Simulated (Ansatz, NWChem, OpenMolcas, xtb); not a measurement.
Ligand exchange: KCl + HI → KI + HCl

Species: KCl, singlet; HI (hydrogen iodide), singlet; KI (Potassium Iodide), singlet; HCl (hydrogen chloride), singlet. The partners trade Cl for I: K–Cl and H–I bonds give way to K–I and H–Cl.

Shapes, held fixed at every level: PBE0-D4/def2-TZVP; KI at the measured bond length. Programs: Ansatz 0.2.0, NWChem 7.3.0, OpenMolcas 26.06, xtb 6.7.1. A level may come from different programs for different species; with the same settings they agree closely. Electronic energies: no zero-point or thermal term.

| level | kind | ΔE (kJ/mol) | less BCCD(T)/def2-TZVPPD |
| --- | --- | --- | --- |
| GFN1-xTB | semi-empirical | +103.4 | +135.4 |
| HF/def2-SVP | Hartree–Fock | -52.7 | -20.7 |
| HF/def2-TZVPPD | Hartree–Fock | -44.7 | -12.7 |
| r2SCAN/def2-TZVPPD | meta-GGA | -32.8 | -0.8 |
| PBE0/def2-TZVPPD | global hybrid | -36.0 | -4.0 |
| HSE06/def2-TZVPPD | range-separated hybrid | -36.3 | -4.3 |
| RPA@PBE/def2-TZVPPD | RPA | -26.6 | +5.4 |
| CCSD(T)/def2-TZVPPD | coupled cluster or CI | -32.0 | 0.0 |
| BCCD(T)/def2-TZVPPD | coupled cluster or CI | -32.0 | 0.0 |

The highest level, BCCD(T)/def2-TZVPPD, gives ΔE = -32.0 kJ/mol; the levels span -52.7 to +103.4. They disagree on the sign: 1 of 9 are positive. GFN1-xTB strays far from the other rows. The column of differences is taken from that level and isn't an error. No measured value is set beside it here. For atoms past krypton def2 sets carry core potentials with scalar relativity. Outer-core shells of I, K are correlated, in sets that cover them unevenly.
